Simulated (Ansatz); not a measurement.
Reactions of C₄H₆O (`C=C=CCO`).

Computed with Ansatz on PBE0-D4/def2-TZVP structures; ΔE is electronic, products minus reactants. CCSD(T)/CBS adds triple-zeta CCSD(T) − MP2 to the extrapolated MP2 energy (def2 sets, frozen cores). This one scheme is used for every species. For Ge outer-core shells are correlated without core-valence functions, which leaves a few kJ/mol of doubt a bond. Scalar relativity is left out up to krypton. One conformer a species, not always the lowest.

(1) Order these by ΔE at CCSD(T)/CBS, lowest first. (An estimate is asked.)
A. `C=C=CCO` + H₂O → `C=C=CO` + CH₃OH
B. `C=C=CCO` + GeH₄ → `C=C=C[CH2][GeH3]` + H₂O
C. `C=C=CCO` + H–F → `OCF` + `C=C=C`
D. `C=C=CCO` + H₂ → `C=C=CC` + H₂O

Largest T1 diagnostic: 0.013, for `C=C=CO`.

Answers

(1) D (-25.9 kcal/mol), B (-18.1 kcal/mol), C (+5.8 kcal/mol), A (+15.3 kcal/mol).
